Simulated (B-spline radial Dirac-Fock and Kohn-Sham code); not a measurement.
# Binding energies of Sc at several levels of theory

System: atomic scandium in the configuration [Ar] 3d3 (an excited configuration).

The density-functional columns are spherical, spin-unpolarised Dirac-Kohn-Sham results without Breit or QED terms: −ε is minus the orbital energy of the initial state and ΔSCF the difference of two total energies. The reference in the last column comes from Dirac-Fock energy differences between relaxed states, corrected for Breit and QED terms. All numbers are from a radial finite-basis atomic code, in eV; a selection of levels is shown. The Kohn-Sham columns are given as differences from the reference.

| level | LDA −ε − DF | LDA ΔSCF − DF | Dirac-Fock |
| --- | --- | --- | --- |
| K (1s) | -111.3 | +7.1 | 4492.0 |
| L1 (2s) | -32.5 | -16.2 | 500.7 |
| L2 (2p1/2) | -19.0 | +0.7 | 405.5 |
| L3 (2p3/2) | -19.1 | +0.3 | 401.0 |
| M1 (3s) | -8.2 | -4.3 | 58.86 |
| M2 (3p1/2) | -2.9 | +0.9 | 32.93 |
| M3 (3p3/2) | -2.9 | +0.8 | 32.48 |
| M4,5 (3d) | -0.4 | +2.2 | 1.41 |

Values without a named source are computed, but for edge energies of neutral atoms, which are taken from tables.
